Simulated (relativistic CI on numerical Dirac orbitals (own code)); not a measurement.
Electric-dipole lines of Te XX

Computed by Dirac-Coulomb-Breit CI, KLI orbitals optimised for each configuration, a model potential for QED, unscaled Slater integrals (own radial code, finite nucleus).

CI space (outside the closed core [Ar] 3d10): 4s²4p³, 4s4p⁴, 4p⁵, 4s²4p²4d, 4s4p³4d, 4s²4p²4f, 4s4p³4f, 4p⁴4d, 4s4p²4d², 4s²4p4d4f, 4p⁴4f, 4s²4p²5s, 4s²4p²5p, 4p⁴5s, 4s4p²4d5s, 4s4p³5s, 4p³4d4f, 4s²4p²5d, 4s²4p4f5s, 4s4p³5p, 4s4p²4f², 4s²4p²5f, 4s²4p²5g, 4s4p³5d, 4s²4p²6s, 4s²4p²6p, 4s4p²5s², 4s²4p4d², 4s²4d³, 4s4p4d³, 4s²4d²4f, 4s4p4d²4f, 4s²4d²5s, 4p³4d², 4p²4d³, 4p²4d²4f, 4p²4d²5s, 4s²4p4f², 4s²4d4f², 4s4p4d4f², 4s²4f³, 4s4p4f³, 4s²4f²5s, 4p³4f², 4p²4d4f², 4p²4f³, 4p²4f²5s, 4s²4p4d5s, 4s4p4d²5s, 4s²4d4f5s, 4s4p4d4f5s, 4s²4d5s², 4s4p²4d4f, 4p³4d5s, 4p²4d4f5s, 4p²4d5s², 4s²4p5s², 4s4p4d5s², 4s²4f5s², 4s4p4f5s², 4s4p²4f5s, 4s4p4f²5s. Double excitations out of closed p, d and f shells are left out; levels of such configurations are missing from the list, as are those of other unlisted configurations, and high levels can miss mixing partners. These lack a partner that the ground configuration has and come out too high: 4s²4p²5p, 4s²4p²5d, 4s4p³5p, 4s²4p²5f, 4s²4p²5g.

| λ vac (nm) | Lower | Upper | A (s⁻¹) | E lower (eV) | E upper (eV) |
| --- | --- | --- | --- | --- | --- |
| 11.727 | 4s²4p³ ⁴S°3/2 [1] | 4s²4p²4d ²D5/2 [30] | 1.14e+11 | 0.000 | 105.728 |
| 11.996 | 4s4p⁴ ⁴P5/2 [6] | 4s4p³4d ²F°7/2 [83] | 1.75e+11 | 55.757 | 159.112 |
| 12.142 | 4s4p⁴ ⁴P5/2 [6] | 4s4p³4d ²F°7/2 [81] | 1.11e+11 | 55.757 | 157.866 |
| 12.171 | 4s²4p³ ²D°5/2 [3] | 4s²4p²4d ²F7/2 [37] | 4.31e+11 | 13.315 | 115.184 |
| 12.199 | 4s4p⁴ ²D5/2 [10] | 4s4p³4d ²F°7/2 [110] | 4.05e+11 | 73.491 | 175.124 |
| 12.267 | 4s²4p³ ²D°3/2 [2] | 4s²4p²4d ²D5/2 [35] | 1.93e+11 | 10.394 | 111.469 |
| 12.278 | 4s²4p²4d ⁴F5/2 [14] | 4s²4p²4f ⁴G°7/2 [129] | 1.85e+11 | 82.865 | 183.848 |
| 12.284 | 4s²4p³ ⁴S°3/2 [1] | 4s²4p²4d ⁴P1/2 [27] | 2.97e+11 | 0.000 | 100.929 |
| 12.300 | 4s²4p²4d ⁴F9/2 [21] | 4s²4p²4f ⁴G°11/2 [156] | 3.00e+11 | 93.107 | 193.909 |
| 12.312 | 4s²4p³ ⁴S°3/2 [1] | 4s²4p²4d ⁴P3/2 [26] | 2.27e+11 | 0.000 | 100.704 |
| 12.379 | 4s²4p³ ²D°3/2 [2] | 4s²4p²4d ²D3/2 [34] | 2.46e+11 | 10.394 | 110.552 |
| 12.412 | 4s²4p³ ⁴S°3/2 [1] | 4s²4p²4d ⁴P5/2 [25] | 2.49e+11 | 0.000 | 99.888 |
| 12.491 | 4s²4p³ ²P°1/2 [4] | 4s²4p²4d ²P3/2 [38] | 1.98e+11 | 17.294 | 116.553 |
| 12.580 | 4s²4p²4d ²D5/2 [30] | 4s²4p²4f ²F°7/2 [182] | 4.42e+11 | 105.728 | 204.282 |
| 12.601 | 4s²4p²4d ⁴F9/2 [21] | 4s²4p4d² ⁴F°9/2 [149] | 2.26e+11 | 93.107 | 191.503 |
| 12.612 | 4s²4p²4d ²F7/2 [37] | 4s²4p4d² ²G°9/2 [204] | 7.22e+11 | 115.184 | 213.493 |
| 12.632 | 4s²4p³ ²D°5/2 [3] | 4s²4p²4d ²D5/2 [35] | 1.56e+11 | 13.315 | 111.469 |
| 12.638 | 4s²4p²4d ²G9/2 [31] | 4s²4p²4f ²H°11/2 [179] | 3.24e+11 | 105.833 | 203.934 |
| 12.648 | 4s²4p²4d ²F5/2 [15] | 4s²4p²4f ²G°7/2 [136] | 2.60e+11 | 88.068 | 186.098 |
| 12.653 | 4s²4p²4d ⁴F7/2 [17] | 4s²4p4d² ⁴F°7/2 [142] | 1.85e+11 | 89.796 | 187.786 |
| 12.696 | 4s4p⁴ ⁴P5/2 [6] | 4s4p³4d ⁴P°5/2 [69] | 1.41e+11 | 55.757 | 153.411 |
| 12.750 | 4s²4p²4d ²F7/2 [29] | 4s²4p4d² ²G°9/2 [173] | 2.29e+11 | 104.298 | 201.541 |
| 12.816 | 4s²4p²4d ²G7/2 [24] | 4s²4p²4f ²H°9/2 [158] | 2.05e+11 | 98.886 | 195.626 |
| 12.819 | 4s²4p²4d ⁴P5/2 [25] | 4s²4p4d² ⁴D°7/2 [162] | 2.88e+11 | 99.888 | 196.610 |
| 12.822 | 4s²4p²4d ²D5/2 [35] | 4s²4p²4f ²F°7/2 [190] | 3.56e+11 | 111.469 | 208.166 |
| 13.005 | 4s²4p³ ²D°3/2 [2] | 4s²4p²4d ²D5/2 [30] | 1.39e+11 | 10.394 | 105.728 |
| 13.027 | 4s²4p²4d ²D5/2 [41] | 4s²4p4d² ²G°7/2 [220] | 6.31e+11 | 122.593 | 217.769 |
| 13.056 | 4s²4p³ ²P°3/2 [5] | 4s²4p²4d ²D5/2 [41] | 3.58e+11 | 27.630 | 122.593 |
| 13.117 | 4s²4p²4d ⁴F7/2 [17] | 4s²4p²4f ⁴G°9/2 [131] | 1.44e+11 | 89.796 | 184.317 |
| 13.292 | 4s²4p³ ²P°3/2 [5] | 4s²4p²4d ²D3/2 [40] | 1.78e+11 | 27.630 | 120.905 |

Terms are leading LS components. Brackets give the number of a level in order of energy, since labels repeat. The list gives strong lines, with weight on those to low levels, without lines whose two gauges differ by over a factor of 2.5, among the lowest 400 of 11695 levels, so that lines to higher ones, which can be the strongest, are missing. Levels whose partners in the same complex of configurations lie outside the list can be far off, and so can their lines. Rates are taken at the computed energies, electric ones in the length gauge.

At this charge energies of transitions that change n are usually good to better than 1 %, and those within a shell (Δn = 0) to a few per cent.

LS names give the leading component of a level, which can be under half, so a name can repeat, a term be missing and a line seem to break the LS rules.
